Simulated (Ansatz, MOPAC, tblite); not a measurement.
Bond stretch in OH (cation, charge +1), triplet.

Methods: PM3, unrestricted, heats of formation (MOPAC); UHF/cc-pVTZ (Ansatz, a quantum-chemistry and plane-wave program); ROCCSDT(Q) = CCSDT(Q)/B on ROHF/cc-pVTZ, frozen core (Ansatz); GFN2-xTB, 300 K electronic temperature (tblite).

Energies are in kJ/mol, each relative to the lowest point of its own curve between 0.88 and 1.31 Å, where full CI is lowest.

```json
[
 {"R / Å": "0.70", "PM3": "230.0", "UHF": "404.9", "ROCCSDT(Q)": "428.8", "GFN2-xTB": "404.9"},
 {"R / Å": "0.76", "PM3": "123.3", "UHF": "220.4", "ROCCSDT(Q)": "240.0", "GFN2-xTB": "221.3"},
 {"R / Å": "0.80", "PM3": "73.4", "UHF": "138.7", "ROCCSDT(Q)": "155.3", "GFN2-xTB": "142.4"},
 {"R / Å": "0.84", "PM3": "___", "UHF": "81.2", "ROCCSDT(Q)": "94.9", "GFN2-xTB": "87.6"},
 {"R / Å": "0.88", "PM3": "15.4", "UHF": "42.5", "ROCCSDT(Q)": "53.0", "GFN2-xTB": "50.3"},
 {"R / Å": "0.93", "PM3": "1.7", "UHF": "___", "ROCCSDT(Q)": "20.5", "GFN2-xTB": "21.5"},
 {"R / Å": "0.96", "PM3": "0.0", "UHF": "4.8", "ROCCSDT(Q)": "9.0", "GFN2-xTB": "11.1"},
 {"R / Å": "0.97", "PM3": "0.4", "UHF": "2.9", "ROCCSDT(Q)": "6.3", "GFN2-xTB": "8.5"},
 {"R / Å": "1.00", "PM3": "3.8", "UHF": "0.0", "ROCCSDT(Q)": "1.1", "GFN2-xTB": "3.0"},
 {"R / Å": "1.05", "PM3": "16.2", "UHF": "2.9", "ROCCSDT(Q)": "0.0", "GFN2-xTB": "0.0"},
 {"R / Å": "1.10", "PM3": "___", "UHF": "12.8", "ROCCSDT(Q)": "6.2", "GFN2-xTB": "2.4"},
 {"R / Å": "1.15", "PM3": "55.8", "UHF": "27.7", "ROCCSDT(Q)": "17.4", "GFN2-xTB": "8.8"},
 {"R / Å": "1.21", "PM3": "82.9", "UHF": "49.6", "ROCCSDT(Q)": "35.4", "GFN2-xTB": "19.9"},
 {"R / Å": "1.31", "PM3": "125.3", "UHF": "90.8", "ROCCSDT(Q)": "71.2", "GFN2-xTB": "44.2"},
 {"R / Å": "1.41", "PM3": "160.6", "UHF": "132.3", "ROCCSDT(Q)": "___", "GFN2-xTB": "72.6"},
 {"R / Å": "1.54", "PM3": "200.1", "UHF": "180.4", "ROCCSDT(Q)": "158.7", "GFN2-xTB": "___"},
 {"R / Å": "1.71", "PM3": "255.4", "UHF": "229.2", "ROCCSDT(Q)": "217.3", "GFN2-xTB": "161.6"},
 {"R / Å": "1.92", "PM3": "___", "UHF": "271.1", "ROCCSDT(Q)": "278.7", "GFN2-xTB": "215.3"},
 {"R / Å": "2.14", "PM3": "386.4", "UHF": "300.5", "ROCCSDT(Q)": "330.6", "GFN2-xTB": "259.2"},
 {"R / Å": "2.43", "PM3": "429.6", "UHF": "324.5", "ROCCSDT(Q)": "382.9", "GFN2-xTB": "299.1"},
 {"R / Å": "2.83", "PM3": "463.3", "UHF": "341.0", "ROCCSDT(Q)": "431.5", "GFN2-xTB": "—"},
 {"R / Å": "3.28", "PM3": "480.8", "UHF": "347.8", "ROCCSDT(Q)": "462.1", "GFN2-xTB": "—"}
]
```

**Question.** Fill in the missing entries.

**Answer.** 
- 0.84, PM3: 38.1
- 0.93, UHF: 13.9
- 1.10, PM3: 34.4
- 1.41, ROCCSDT(Q): 109.6
- 1.54, GFN2-xTB: 111.8
- 1.92, PM3: 329.1

A dash means that the run gave no value there, or that the column was ended at a point which the program doubted or which failed a test of continuity chosen for this set; such a test can also cut sound points.

The unrestricted determinant behind UHF is spin-contaminated at 1.54 to 3.28 Å (<S²> up to 3.0, against 2.00 for a pure triplet). The T1 diagnostic of CCSD on the restricted reference of ROCCSDT(Q) exceeds 0.045 at 1.71 to 3.28 Å.
